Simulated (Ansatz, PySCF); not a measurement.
Reaction (SMILES): CO[Si](Cl)(Cl)OC [dichloro(dimethoxy)silane] + 2 O (H2O) + 3 [SiH4] (SiH4) -> 2 CO (CH4O) + 2 O[SiH3] [hydroxysilane] + 2 [SiH3]Cl
Each molecule is optimised on its own at B3LYP-D3(BJ)/def2-TZVP (Ansatz, a quantum-chemistry and plane-wave program), one conformer each, not searched for the lowest. Frequencies are from Ansatz or PySCF.
Geometry of the first species:
```
Si
O 1 1.6100
C 2 1.4269 1 125.49
H 3 1.0882 2 107.39 1 -179.13
H 3 1.0914 4 109.40 2 120.13
H 3 1.0920 4 109.24 5 119.79
O 1 1.6168 2 109.90 3 -60.01
C 7 1.4243 1 126.57 2 177.87
H 8 1.0884 7 107.56 1 -178.70
H 8 1.0919 9 109.32 7 -120.29
H 8 1.0920 9 109.23 10 -119.59
Cl 1 2.0400 2 107.68 3 178.67
Cl 1 2.0591 2 110.84 3 60.32
```

Quantity: bond separation energy (enthalpy at 298 K, with B3LYP-D3(BJ) rigid-rotor harmonic-oscillator terms), in kJ/mol. Cores are frozen in the correlated levels unless marked. No spin-orbit coupling. No relativistic terms. CBS(X,Y): correlation extrapolated as X^-3; Hartree-Fock from the larger set. The bracket is a focal-point correction in the basis named.

```
level                                                                             program  bond separation energy (kJ/mol)  minus last row
-------------------------------------------------------------------------  --------------  -------------------------------  --------------
RI-HF/aug-cc-pV(Q+d)Z                                                              Ansatz                             52.6           -27.0
revPBE-D4/def2-TZVPD                                                       Ansatz + dftd4                             92.3            12.7
r2SCAN/def2-TZVPD                                                                  Ansatz                             80.3             0.7
B2GP-PLYP-D4/def2-TZVPD                                                    Ansatz + dftd4                             81.8             2.2
B2PLYP-D3(BJ)/def2-TZVPD                                                   Ansatz + dftd3                             81.7             2.1
B2PLYP-D4/def2-TZVPD                                                       Ansatz + dftd4                             82.8             3.2
MP2/STO-3G                                                                         Ansatz                             60.8           -18.8
MP2/6-31G*                                                                         Ansatz                             94.0            14.4
RI-MP2/aug-cc-pV(Q+d)Z                                                             Ansatz                             84.1             4.5
RI-MP2/cc-pV(T+d)Z                                                                 Ansatz                             80.3             0.7
SCS-MP2/6-31G                                                                      Ansatz                             64.7           -14.9
SCS-MP2/cc-pV(D+d)Z                                                                Ansatz                             74.3            -5.3
SCS-MP2/aug-cc-pV(T+d)Z                                                            Ansatz                             78.1            -1.5
CCSD/aug-cc-pV(D+d)Z                                                               Ansatz                             83.5             3.9
CCSD/CBS(cc-pV(T+d)Z,cc-pV(Q+d)Z)                                                  Ansatz                             74.0            -5.6
CCSD(T)/STO-3G                                                                     Ansatz                             59.2           -20.4
CCSD(T)/6-31G*                                                                     Ansatz                             97.9            18.3
CCSD(T)/cc-pV(T+d)Z                                                                Ansatz                             80.2             0.6
RI-MP2/CBS(aug-cc-pV(T+d)Z,aug-cc-pV(Q+d)Z)+[CCSD(T)-MP2]/aug-cc-pV(D+d)Z          Ansatz                             81.9             2.3
RI-MP2/CBS(cc-pV(T+d)Z,cc-pV(Q+d)Z)+[CCSD(T)-MP2]/cc-pV(T+d)Z                      Ansatz                             79.6             0.0
CCSD(T)/CBS(cc-pV(T+d)Z,cc-pV(Q+d)Z)                                               Ansatz                             79.6             0.0
```
